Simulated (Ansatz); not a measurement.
Total energies of CH2F2Zn (`F[CH2][Zn][F]`).

| atom | x (Å) | y (Å) | z (Å) |
| --- | --- | --- | --- |
| F1 | -0.845 | -0.475 | -1.447 |
| C2 | -0.336 | 0.410 | -0.502 |
| Zn3 | 0.589 | -0.571 | 0.899 |
| F4 | 1.422 | -1.455 | 2.159 |
| H5 | 0.339 | 1.102 | -1.014 |
| H6 | -1.170 | 0.989 | -0.096 |

Charge 0, multiplicity 1. For Zn the d shell is correlated and the shells below it are frozen. Scalar relativity is left out up to krypton. Geometry: relaxed with PBE0-D4/def2-TZVP. It is one conformer, not always the lowest. Basis def2-TZVPP, Ansatz.

RPA on PBE orbitals: Hartree–Fock energy of these orbitals -2015.74217 Eh, correlation -1.66517 Eh (frozen core).

```json
{"functional": "r2SCAN", "kind": "meta-GGA", "energy without D4 (Eh)": "-2018.39038", "D4 term (kJ/mol)": "-1.7"}
{"functional": "B97M-V", "kind": "meta-GGA with VV10", "energy without D4 (Eh)": "-2018.07902", "D4 term (kJ/mol)": "–"}
```

Question: Give the same for LDA (SPW92), PBE, revPBE, BLYP, PBE0, B3LYP, r2SCANh, r2SCAN0, HSE06 (plane-wave form), BHLYP, CAM-B3LYP, LC-ωPBE, ωB97X-V, ωB97M-V, B2PLYP, PBE-QIDH. (An estimate is asked.)

Answer: Computed: 
```json
{"functional": "LDA (SPW92)", "kind": "LDA", "energy without D4 (Eh)": "-2013.98422", "D4 term (kJ/mol)": "–"}
{"functional": "PBE", "kind": "GGA", "energy without D4 (Eh)": "-2018.00481", "D4 term (kJ/mol)": "-7.2"}
{"functional": "revPBE", "kind": "GGA", "energy without D4 (Eh)": "-2018.31271", "D4 term (kJ/mol)": "-23.8"}
{"functional": "BLYP", "kind": "GGA", "energy without D4 (Eh)": "-2018.56941", "D4 term (kJ/mol)": "-16.3"}
{"functional": "PBE0", "kind": "global hybrid, 25 % exact exchange", "energy without D4 (Eh)": "-2018.02128", "D4 term (kJ/mol)": "-6.0"}
{"functional": "B3LYP", "kind": "global hybrid, 20 %", "energy without D4 (Eh)": "-2018.56497", "D4 term (kJ/mol)": "-11.7"}
{"functional": "r2SCANh", "kind": "meta-GGA hybrid, 10 %", "energy without D4 (Eh)": "-2018.36022", "D4 term (kJ/mol)": "-1.8"}
{"functional": "r2SCAN0", "kind": "meta-GGA hybrid, 25 %", "energy without D4 (Eh)": "-2018.31719", "D4 term (kJ/mol)": "-2.0"}
{"functional": "HSE06 (plane-wave form)", "kind": "screened hybrid", "energy without D4 (Eh)": "-2018.00949", "D4 term (kJ/mol)": "-5.6"}
{"functional": "BHLYP", "kind": "global hybrid, 50 %", "energy without D4 (Eh)": "-2018.36740", "D4 term (kJ/mol)": "-8.9"}
{"functional": "CAM-B3LYP", "kind": "range-separated hybrid", "energy without D4 (Eh)": "-2018.55905", "D4 term (kJ/mol)": "-6.1"}
{"functional": "LC-ωPBE", "kind": "long-range corrected hybrid", "energy without D4 (Eh)": "-2018.14984", "D4 term (kJ/mol)": "–"}
{"functional": "ωB97X-V", "kind": "range-separated hybrid GGA with VV10", "energy without D4 (Eh)": "-2018.26129", "D4 term (kJ/mol)": "–"}
{"functional": "ωB97M-V", "kind": "range-separated hybrid meta-GGA with VV10", "energy without D4 (Eh)": "-2018.34438", "D4 term (kJ/mol)": "–"}
{"functional": "B2PLYP", "kind": "double hybrid", "energy without D4 (Eh)": "-2018.09053", "D4 term (kJ/mol)": "–"}
{"functional": "PBE-QIDH", "kind": "double hybrid", "energy without D4 (Eh)": "-2017.74424", "D4 term (kJ/mol)": "–"}
```

B3LYP takes the VWN-RPA correlation (the form of Gaussian; ORCA's B3LYP/G). HSE06 is the plane-wave form, built on full-range PBE exchange. The double hybrids freeze the cores in their second-order part.

LC-ωPBE has ω = 0.4 bohr⁻¹.
